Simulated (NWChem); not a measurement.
# CH4BeOS; SMILES [OH][Be][S]C

```xyz
8

Be     0.0152    -1.1268    -0.0004
O     -0.4943    -2.4449    -0.0002
H     -0.1046    -3.3203    -0.0033
S      0.6793     0.6684    -0.0006
C     -0.8947     1.6528    -0.0022
H     -1.4919     1.4514    -0.8940
H     -0.6025     2.7050    -0.0072
H     -1.4885     1.4590     0.8936
```
Atoms are numbered in this order, from 1.

This is a stationary point of B3LYP/6-31G* (spherical d) (NWChem), point group Cs. 

**Question.** Is it a minimum? If not, what does it relax to?

**Answer.** No. It has an imaginary frequency of 214i cm⁻¹. Following that mode (on a finer grid) lowers the energy by 0.8 kcal/mol and ends, with real frequencies alone, at point group C1:
```xyz
8

Be     0.1712    -1.0966    -0.1324
O     -0.2408    -2.4536    -0.1966
H     -0.3364    -3.0686     0.5362
S      0.7630     0.7185    -0.0716
C     -0.8444     1.6419     0.0194
H     -1.4549     1.4684    -0.8691
H     -0.5917     2.7032     0.0686
H     -1.4090     1.3750     0.9152
```
